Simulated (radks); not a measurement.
The vanadium ion V2+ inside a hard spherical wall (all orbitals vanish at R), configuration held at [Ar] 3d3 and not refilled when levels cross. Method: non-relativistic Kohn-Sham, r2SCAN, spin-polarised, spherical densities, point nucleus; open shells are filled with parallel spins first; meta-GGA in the generalised Kohn-Sham scheme; computed with a radial shooting solver on a logarithmic mesh with Libxc functionals. Eigenvalues in eV for spin up, with the zero of energy where the potential of the charges vanishes at infinity; a dash marks a level that is unbound or too diffuse for the functional's potential to be trusted. A positive occupied level is held by the wall or, in an anion where self-interaction has pushed it up, behind a barrier. The pressure on the wall is -dE/dV.

R (bohr)	E (hartree)	kinetic (hartree)	e(2p)	e(3s)	e(3p)	e(3d)	e(4s, empty)	e(4p, empty)	pressure (GPa)
free	-943.04602	942.263	-523.59	-89.443	-63.065	-22.469	-17.373	-12.470	0
20	-943.04602	942.263	-523.59	-89.443	-63.065	-22.469	-17.373	-12.470	< 0.0001
15	-943.04602	942.263	-523.59	-89.443	-63.065	-22.469	-17.373	-12.470	< 0.0001
12	-943.04602	942.263	-523.59	-89.443	-63.065	-22.469	-17.373	-12.470	< 0.0001
10	-943.04602	942.263	-523.59	-89.443	-63.065	-22.469	-17.373	-12.468	< 0.0001
7	-943.04598	942.263	-523.59	-89.439	-63.061	-22.466	-17.334	-12.302	0.00391
6	-943.04570	942.266	-523.56	-89.419	-63.041	-22.445	-17.172	-11.880	0.0446
3	-942.87637	943.262	-519.22	-86.387	-60.047	-18.624	0.633	11.586	102
2.5	-942.46570	945.476	-513.13	-82.469	-55.922	-13.231	22.895	36.586	570
2	-940.69894	953.793	-496.25	-71.139	-43.560	1.694	80.549	96.688	4070
